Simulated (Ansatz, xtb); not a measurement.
**Isomers of GeH6OSi in order of energy**

3 gas-phase structures of GeH6OSi, found in a search over its isomers (lower ones may exist). Each was relaxed with GFN2-xTB; where two conformers were screened, the lower at r2SCAN-D4/def2-SVP is listed:

A. `[OH][GeH2][SiH3]`, a singlet
B. `[SiH3][O][GeH3]`, a singlet
C. `O[SiH2][GeH3]`, a singlet

Question: Make a reasoned guess at their ranking by r2SCAN-D4/def2-SVP single-point energy.

Answer: Calculated order at r2SCAN-D4/def2-SVP: B (0.000), C (0.253), A (0.770) eV.

Energies above the lowest of each column, in eV; the last columns are at B3LYP/6-31G* geometries (a dash: not run or not comparable):

```
structure  GFN2-xTB  HF/STO-3G  r2SCAN-D4/def2-SVP  B3LYP/6-31G*  CCSD(T)/def2-TZVP
        B     0.000      0.000               0.000         0.000              0.000
        C     0.668      0.177               0.253         0.278              0.369
        A     1.185      0.420               0.770         0.861                  –
```

Every level run on B puts it lowest or level with the lowest. Flexible structures stand in one conformer each, not always the lowest. Frequencies (B3LYP/6-31G*) were run for B, C alone.

Programs: Ansatz 0.2.0, xtb 6.7.1 (Pople sets with spherical d functions).
